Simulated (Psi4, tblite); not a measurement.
Intermolecular potential of H4O4Si ··· H3ClSi (SMILES O[Si](O)(O)O and [SiH3]Cl). Monomers: optimised at B3LYP-D3(BJ) (def2-TZVP), held rigid. Orientation: a random orientation, not optimised. R is the distance of the centres of mass, along which the second monomer moves.

Geometry at R = 6.28 Å (first 9 atoms: monomer A):
```
14

O      1.5820    -0.3973     0.1170
Si    -0.0001    -0.0001    -0.0003
O     -0.5535     0.1519     1.5311
O     -0.0715     1.3515    -0.9183
O     -0.9579    -1.1065    -0.7305
H      1.8359    -0.9827     0.8348
H     -1.5039     0.1052     1.6617
H      0.6304     1.9972    -0.8046
H     -0.9613    -1.1192    -1.6909
Si     2.7635    -4.1496     2.3486
Cl     3.0878    -4.6350     4.3307
H      1.9877    -5.2371     1.7214
H      4.0724    -4.0002     1.6833
H      2.0103    -2.8816     2.2946
```

Levels of theory: GFN2-xTB (tblite); SAPT0/jun-cc-pVDZ, frozen core (Psi4).

Interaction energies in kJ/mol; the last columns give the difference from SAPT0:

| R / Å | GFN2-xTB | SAPT0/jun-cc-pVDZ | GFN2-xTB − SAPT0/jun-cc-pVDZ |
|---|---|---|---|
| 5.69 | -4.59 | 1.31 | -5.90 |
| 5.85 | -5.26 | 0.10 | -5.37 |
| 6.09 | -5.07 | -0.59 | -4.48 |
| 6.28 | -4.53 | -0.67 | -3.86 |
| 6.50 | -3.84 | -0.58 | -3.26 |
| 6.71 | -3.24 | -0.42 | -2.82 |
| 6.96 | -2.65 | -0.25 | -2.40 |
| 7.27 | -2.08 | -0.08 | -2.00 |
| 7.81 | -1.42 | 0.07 | -1.50 |
| 8.50 | -0.94 | 0.12 | -1.07 |
| 9.49 | -0.59 | 0.11 | -0.70 |
| 10.82 | -0.36 | 0.07 | -0.43 |

GFN2-xTB is furthest from SAPT0/jun-cc-pVDZ at 5.69 (-5.90 kJ/mol, below); its mean absolute difference over the points is 2.82 kJ/mol.
